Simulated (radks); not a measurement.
The rubidium ion Rb5+, 32 electrons, occupied as [Ar] 3d10 4s2 4p2.

Calculated with a radial shooting solver on a logarithmic mesh with Libxc functionals: scalar-relativistic Kohn-Sham, PBE, spin-unpolarised, spherical densities, finite nucleus; Fermi nuclear charge, rms radius 4.2036 fm.

Energy parts (hartree):
| part | energy |
|---|---|
| total | -2974.06924 |
| kinetic | 3046.16217 |
| electron-nucleus | -7085.41524 |
| Hartree | 1163.71666 |
| exchange-correlation | -98.53283 |

Orbitals (lengths in bohr, moments of r in powers of bohr; <r^-3> diverges for s and p1/2):
| orbital | occ. | eigenvalue (hartree) | <r^4> | <r^-3> | <r> |
|---|---|---|---|---|---|
| 1s | 2 | -555.1526 | 0.00001234 | - | 0.04029 |
| 2s | 2 | -76.43175 | 0.002398 | - | 0.1778 |
| 2p | 6 | -68.06083 | 0.001730 | 1645 | 0.1551 |
| 3s | 2 | -13.53720 | 0.1398 | - | 0.5097 |
| 3p | 6 | -10.84869 | 0.1627 | 250.2 | 0.5174 |
| 3d | 10 | -6.40041 | 0.2238 | 31.21 | 0.5211 |
| 4s | 2 | -3.44088 | 5.853 | - | 1.331 |
| 4p | 2 | -2.75619 | 8.903 | 35.24 | 1.468 |

The highest occupied level is 4p at -75.000 eV. Summed over all electrons, <r^2> = 14.91 bohr^2, which gives a Langevin (diamagnetic) susceptibility term of -11.8 x 10^-6 cm^3/mol. For comparison, the ionisation energy in NIST's Atomic Spectra Database is 83 eV (theoretical). In exact Kohn-Sham theory the highest level is minus the ionisation energy, but local and semilocal functionals leave it too shallow, through self-interaction and a potential that decays too fast; potentials with the right tail come closer. The density falls to 0.001 e/bohr^3 at r = 2.86 bohr. The electron density at the nucleus is 5.583e+04 e/bohr^3 (large components only).

Beside tabulated values, note that spin-unpolarised runs miss the spin-polarisation part of the exchange energy of open shells.
